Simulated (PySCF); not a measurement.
**Electronic absorption of trimethylphosphine selenide**

Trimethylphosphine selenide, C3H9PSe.
Geometry (PBE0-D3(BJ)/def2-SVP, Å), atoms numbered from 1 in this order:
```
atom  x, y, z in Å
C1     0.7871   -1.4211   -0.4029
P2     0.2698    0.0773    0.4979
C3     0.5087    1.4354   -0.6945
C4    -1.5408   -0.0859    0.6424
Se5    1.2629    0.3616    2.3247
H6     0.2459   -1.5333   -1.3550
H7     0.5984   -2.2920    0.2409
H8     1.8687   -1.3599   -0.5873
H9     0.1496    2.3663   -0.2336
H10   -0.0291    1.2496   -1.6372
H11    1.5851    1.5406   -0.8896
H12   -2.0125   -0.2226   -0.3430
H13   -1.7617   -0.9481    1.2872
H14   -1.9336    0.8195    1.1253
```

Theory: TDDFT CAM-B3LYP/def2-SVPD, vertical, gas phase, core orbitals frozen in the response in PySCF. Relativistic effects, spin–orbit coupling among them, are left out although an element past zinc is present.

Task: List the vertical singlet excitations with oscillator strengths and describe the spectrum.

Result: 

```json
{"state": "S1", "E (eV)": "5.14", "E (hartree)": "0.1888", "f": "0.013", "|μ| (D)": "0.83", "symmetry": "E", "main configurations (H = HOMO, L = LUMO)": "H-1/H→L+1 (≥84%)"}
{"state": "S2", "E (eV)": "5.14", "E (hartree)": "0.1888", "f": "0.014", "|μ| (D)": "0.83", "symmetry": "E", "main configurations (H = HOMO, L = LUMO)": "H-1/H→L+1 (≥84%)"}
{"state": "S3", "E (eV)": "5.55", "E (hartree)": "0.2039", "f": "0.065", "|μ| (D)": "1.76", "symmetry": "E", "main configurations (H = HOMO, L = LUMO)": "H-1/H→L (≥85%)"}
{"state": "S4", "E (eV)": "5.55", "E (hartree)": "0.2040", "f": "0.065", "|μ| (D)": "1.76", "symmetry": "E", "main configurations (H = HOMO, L = LUMO)": "H-1/H→L (≥85%)"}
{"state": "S5", "E (eV)": "6.08", "E (hartree)": "0.2233", "f": "0.0000", "|μ| (D)": "0.03", "symmetry": "–", "main configurations (H = HOMO, L = LUMO)": "H-1/H→L+4 (≥23%), H-1/H→L+5 (≥19%), H-1/H→L+2 (≥12%)"}
{"state": "S6", "E (eV)": "6.17", "E (hartree)": "0.2268", "f": "0.0040", "|μ| (D)": "0.41", "symmetry": "E", "main configurations (H = HOMO, L = LUMO)": "H-1/H→L+5 (≥28%), H-1/H→L+4 (≥16%)"}
{"state": "S7", "E (eV)": "6.17", "E (hartree)": "0.2268", "f": "0.0043", "|μ| (D)": "0.43", "symmetry": "E", "main configurations (H = HOMO, L = LUMO)": "H-1/H→L+4 (≥26%), H-1/H→L+5 (≥17%)"}
{"state": "S8", "E (eV)": "6.57", "E (hartree)": "0.2413", "f": "0.0000", "|μ| (D)": "0.00", "symmetry": "–", "main configurations (H = HOMO, L = LUMO)": "H-1/H→L+3 (≥30%), H-1/H→L+2 (≥29%), H-1/H→L+4 (≥15%)"}
{"state": "S9", "E (eV)": "6.57", "E (hartree)": "0.2413", "f": "0.0000", "|μ| (D)": "0.01", "symmetry": "–", "main configurations (H = HOMO, L = LUMO)": "H-1/H→L+2 (≥30%), H-1/H→L+3 (≥29%), H-1/H→L+4 (≥16%)"}
```

Triplets (Tamm–Dancoff): T1 4.60 eV, H-1/H→L+1 (≥77%), H-1/H→L+12 (≥9%); T2 4.60 eV, H-1/H→L+1 (≥77%), H-1/H→L+12 (≥9%); T3 5.41 eV, H-1/H→L (≥80%), H-1/H→L+6 (≥12%); T4 5.41 eV, H-1/H→L (≥80%), H-1/H→L+6 (≥12%).

The lowest singlet level (S1/S2) comes at 241 nm (496 kJ/mol) in the ultraviolet; it is weak. The most intense listed level is S3/S4 at 5.55 eV (223 nm, f = 0.130 summed), 0.41 eV above S1. S1/S2, S3/S4, S6/S7 and S8/S9 lie within about 0.01 eV of each other in each set; the point group C3v has degenerate representations, and within a degenerate level the listed configurations can mix freely. Löwdin shares by element: HOMO (one of a set within 0.03 eV) selenium 78%, phosphorus 13%; LUMO carbon 38%, selenium 12% (atoms not listed hold the other 50%). Of the 9 states listed, 4 reach f = 0.01 and 3 stay under 0.0005. The oscillator strengths of these states sum to 0.165; summed over the whole spectrum of an exact calculation they would give the number of electrons, 76 (Thomas–Reiche–Kuhn). Weighted by f, the mean energy of these states is 5.51 eV. The vertical ionisation energy (ΔSCF) is 7.94 eV, 1.37 eV above S9. Symmetry labels in C3v follow from the direction of the transition dipole and are given only for states with f of 0.002 or more. Orbitals of the list HOMO-3 to LUMO+2 that lie within 0.01 eV of each other are written together with a slash and their weights summed (≥ marks a lower bound); for degenerate orbitals outside that list single weights are arbitrary. The window holds the lowest 10 singlets. The highest level found (6.60 eV, f 0.0000 so far) is left out, since the window may have cut off a degenerate partner.

On one thread, Arm Neoverse V1 (aarch64), no GPU (shared host), this took 54 s of wall time and 1.2 GiB of memory at its peak.
